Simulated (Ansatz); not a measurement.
`O[AsH][SiH3]` + CH₃OH → `CO[AsH][SiH3]` + H₂O at 700 K and 1 bar (ligand exchange at the As–O bond).

Gas-phase electronic energies from Ansatz, PBE0-D4/def2-TZVP geometries. CBS: MP2 limit from def2 TZ/QZ plus the TZ coupled-cluster correction, frozen cores. This one scheme is used for every species. For As outer-core shells are correlated without core-valence functions, which leaves a few kJ/mol of doubt a bond. Scalar relativity is left out up to krypton. Each species was taken in one conformer, which may not be the lowest.

| species | CCSD(T)/CBS energy (Eh) | H − E (kJ/mol) | S (J/(mol·K)) |
| --- | --- | --- | --- |
| `O[AsH][SiH3]` | -2602.26090 | 187.7 | 423.4 |
| CH₃OH | -115.61712 | 170.8 | 288.5 |
| `CO[AsH][SiH3]` | -2641.50192 | 277.3 | 487.7 |
| H₂O | -76.37941 | 80.5 | 218.4 |

H − E and S are ideal-gas, rigid-rotor, harmonic terms from PBE0-D4/def2-TZVP, for one conformer and one mirror image of each species. 1 Eh = 2625.50 kJ/mol, R = 8.31446 J/(mol·K).

Q: By hand: ΔE, ΔH, ΔS and ΔG.

A: ΔE = (-2641.50192) + (-76.37941) − (-2602.26090) − (-115.61712) = -0.00331 Eh = -8.7 kJ/mol. Δ(H − E) = 277.3 + 80.5 − 187.7 − 170.8 = -0.7, so ΔH = -9.4 kJ/mol. ΔS = 487.7 + 218.4 − 423.4 − 288.5 = -5.8 J/(mol·K). ΔG = -9.4 − 700 × (-5.8)/1000 = -5.3 kJ/mol.

Q: By hand: the equilibrium constant, and the temperature at which ΔG would vanish if ΔH and ΔS stayed fixed.

A: log₁₀ K = −ΔG/(RT ln 10) = 0.4. ΔG = 0 at ΔH/ΔS = 1621 K, though so small a ΔH makes that figure unsure.

TΔS isn't small against ΔH here. The sign of ΔG lies within the doubt. A doubt of 5 kJ/mol in ΔE shifts log₁₀ K by 0.4 here. Other conformers and mirror images would add mixing entropy, several J/(mol·K) or more a flexible species. Modes under 60 cm⁻¹, often nearly free rotors, make the harmonic entropy too high. These are equilibria of isolated gas molecules and say nothing of rates. Largest T1 diagnostic: 0.012 (customary marks: 0.02 for closed shells, 0.045 for open ones).
